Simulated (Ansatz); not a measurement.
Geometry optimisation, RKS PBE/def2-TZVP (Ansatz 0.2.0).

input.yaml

```yaml
crystal:
  periodic: [false, false, false]
  atoms:
    - { symbol: Ga, position_ang: [0.0, 0.0, 0.0] }
    - { symbol: O, position_ang: [1.2796, 0.0, 1.524] }
    - { symbol: H, position_ang: [0.3701, -0.2814, 1.8612] }
    - { symbol: H, position_ang: [1.7552, 0.0, 0.2282] }
    - { symbol: H, position_ang: [-1.3596, 0.0, -0.785] }
basis:
  gaussian: { orbitals: def2-TZVP }
hamiltonian:
  xc: pbe
relax:
  f_tol: 0.15
  max_steps: 25
  restrain:
    - { distance: [1, 3], at: 1.01, k: 30.0 }
    - { distance: [0, 1], at: 2.99, k: 30.0 }
    - { distance: [0, 3], at: 2.77, k: 30.0 }
```

Command:

```bash
$ ansatz run input.yaml --threads 2 --pin off --max-ram 3072MiB --backend cpu --events-out ev --progress --plain --runs-dir out
```

Where does it end, and by what steps?

The forces met the threshold. The restraints hold the end off the free minimum. After 10 steps the energy has fallen by 3.155 eV (the restraints' own energy left out); Ga1 moved furthest, 1.09 Å. Parted: Ga1–O2 (1.99 → 2.98 Å). Joined: O2–H4 (1.38 → 0.99 Å).

```csv
step,energy less start (eV),largest force component (eV/Å),accepted
0,0.0000,3.144,yes
1,0.6207,5.708,yes
2,0.8292,8.504,yes
3,-0.4060,8.261,yes
4,-2.1221,3.794,yes
5,-2.8053,1.670,yes
6,-2.9503,1.021,yes
7,-3.0524,0.663,yes
8,-3.1091,0.675,yes
9,-3.1456,0.630,yes
10,-3.1546,0.581,yes
```

```xyz
5
Properties=species:S:1:pos:R:3
Ga -0.255 -0.320 -1.012
O 1.261 0.309 1.477
H 0.978 -0.380 2.104
H 1.819 -0.183 0.824
H -1.758 0.292 -0.564
```

Time of the run: 4.8 s on 2 threads of AMD EPYC 9R45 96-Core Processor (Zen 5), with other jobs on the host, peak memory 0.15 GiB.
